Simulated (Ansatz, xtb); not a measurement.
**C8H5N: which of two isomers lies lower**

We compare a, `C#C[C@@H]1C=CC=C1C#N`, a singlet, with b, `C#CC1(C#N)C=CC=C1`, a singlet. Both are isolated molecules in the gas phase, relaxed with PBE0-D3(BJ)/def2-SVP.

a (Å):

```yaml
atoms:
  - { symbol: C, position_ang: [-2.4657, 2.2639, -1.0046] }
  - { symbol: C, position_ang: [-1.6572, 1.5069, -0.5192] }
  - { symbol: C, position_ang: [-0.6873, 0.5907, 0.0694] }
  - { symbol: C, position_ang: [0.7353, 0.7988, -0.3763] }
  - { symbol: C, position_ang: [1.2471, -0.3671, -0.8207] }
  - { symbol: C, position_ang: [0.2298, -1.4049, -0.7399] }
  - { symbol: C, position_ang: [-0.9173, -0.8758, -0.2437] }
  - { symbol: C, position_ang: [-2.1427, -1.5453, -0.0077] }
  - { symbol: N, position_ang: [-3.1522, -2.0825, 0.1932] }
  - { symbol: H, position_ang: [-3.1885, 2.9318, -1.4360] }
  - { symbol: H, position_ang: [-0.7206, 0.7043, 1.1738] }
  - { symbol: H, position_ang: [1.2353, 1.7653, -0.3183] }
  - { symbol: H, position_ang: [2.2622, -0.5262, -1.1859] }
  - { symbol: H, position_ang: [0.3671, -2.4479, -1.0274] }
```

b (Å):

```xyz
14

C    -1.7736   -0.8951   -2.8440
C    -1.4989   -0.4679   -1.7469
C    -1.1563    0.0500   -0.4172
C    -2.3669    0.2178    0.4049
C    -0.3992    1.3700   -0.5054
C     0.8091    1.2168    0.0609
C     0.9559   -0.1552    0.5571
C    -0.1611   -0.8552    0.2994
N    -3.3140    0.3519    1.0556
H    -2.0186   -1.2746   -3.8190
H    -0.8296    2.2551   -0.9712
H     1.5747    1.9898    0.1419
H     1.8456   -0.5409    1.0572
H    -0.3856   -1.8955    0.5300
```

Q: Estimate E(b) − E(a) at the level CCSD(T)/def2-SVP + ΔMP2/def2-TZVPP.

A: Calculated at CCSD(T)/def2-SVP + ΔMP2/def2-TZVPP: E(b) − E(a) = +7.8 kcal/mol, so structure a lies lower.

How the difference moves with the method:

```
                             level              geometry  E(b) − E(a) (kcal/mol)  departure from the last row (kcal/mol)  job, with rough time for the two
                          GFN2-xTB              GFN2-xTB                      +7.1                                    −0.8              optimisation, 0.18 s
                         HF/STO-3G              GFN2-xTB                      +9.5                                    +1.7              single point, 0.44 s
                r2SCAN-D4/def2-SVP              GFN2-xTB                     +12.6                                    +4.8               single point, 4.4 s
              PBE0-D3(BJ)/def2-SVP  PBE0-D3(BJ)/def2-SVP                     +11.4                                    +3.6                optimisation, 47 s
                       HF/def2-SVP  PBE0-D3(BJ)/def2-SVP                      +9.0                                    +1.2           part of the CCSD(T) run
                      MP2/def2-SVP  PBE0-D3(BJ)/def2-SVP                      +8.2                                    +0.4           part of the CCSD(T) run
                  CCSD(T)/def2-SVP  PBE0-D3(BJ)/def2-SVP                      +7.7                                    −0.1                      single point
CCSD(T)/def2-SVP + ΔMP2/def2-TZVPP  PBE0-D3(BJ)/def2-SVP                      +7.8                                                     single point, 1.8 min
```

As drawn, both hold the same kinds of bond in the same numbers.

None of the levels shown reverses the order. The largest departure from CCSD(T)/def2-SVP + ΔMP2/def2-TZVPP is that of r2SCAN-D4/def2-SVP, 4.8 kcal/mol. The last row adds to CCSD(T) the change of the MP2 difference between the two basis sets, here +0.1 kcal/mol.

With thermal terms from frequencies at re-optimised GFN2-xTB minima (ideal gas, soft modes damped towards free rotors, one conformer each, 298.15 K, 1 atm): on the last row, ΔE + ΔZPE = +7.7, ΔH = +7.8, ΔG = +7.7 kcal/mol.

The correlated steps freeze 9 core orbitals. Mirror images aren't counted in ΔG. Codes used: Ansatz 0.2.0, xtb 6.7.1; the last row on 4 threads of Arm Neoverse V1 on a shared host.
